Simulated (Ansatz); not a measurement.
Consider the ligand exchange at a Zr–Se bond: `[OH][Zr]([F])([F])[SeH]` + NH₃ → `[NH2][Zr]([OH])([F])[F]` + H₂Se.

Program: Ansatz. Geometries: PBE0-D4/def2-TZVP. ΔE: electronic, gas phase. CCSD(T)/CBS adds triple-zeta CCSD(T) − MP2 to the extrapolated MP2 energy (def2 sets, frozen cores). This one scheme is used for every species. def2 core potentials past Kr. For Se, Zr outer-core shells are correlated without core-valence functions, which leaves a few kJ/mol of doubt a bond. Scalar relativity is left out up to krypton. Each species was taken in one conformer, which may not be the lowest.

`[OH][Zr]([F])([F])[SeH]`:

```xyz
7

O     1.103   -0.549    1.388
Zr    0.004    0.364    0.149
F    -1.530    1.116    0.981
F     0.931    1.780   -0.715
Se   -0.706   -1.427   -1.583
H     1.672   -0.895    2.071
H    -1.475   -0.389   -2.292
```

NH₃:

```xyz
4

N    -0.091    0.256   -0.075
H    -0.771   -0.464   -0.289
H     0.765    0.007   -0.554
H     0.097    0.201    0.918
```

`[NH2][Zr]([OH])([F])[F]`:

```xyz
8

N    -0.520    1.301    0.561
Zr    0.209   -0.221   -0.557
O     0.340   -1.732    0.607
F    -0.956   -0.528   -2.047
F     1.897    0.293   -1.305
H    -0.762    1.246    1.541
H    -0.702    2.240    0.232
H     0.495   -2.599    0.969
```

H₂Se:

Cartesian coordinates in Å:
```
Se 0.311 -0.474 -0.384
H -0.631 0.616 -0.661
H 0.320 -0.142 1.045
```

```csv
species,HF/def2-TZVPP energy (Eh)
`[OH][Zr]([F])([F])[SeH]`,-2721.70639
NH₃,-56.22104
`[NH2][Zr]([OH])([F])[F]`,-376.90871
H₂Se,-2401.00417
```

Work out ΔE.

ΔE = (-376.90871) + (-2401.00417) − (-2721.70639) − (-56.22104) = 0.01455 Eh = +0.40 eV. CCSD(T)/CBS gives +0.44 eV.

Largest T1 diagnostic among the species: 0.017.

In def2-TZVPP, CCSD(T) changes the Hartree–Fock value by +0.03 eV (the triples alone add +0.03 eV) and MP2 by +0.08 eV.
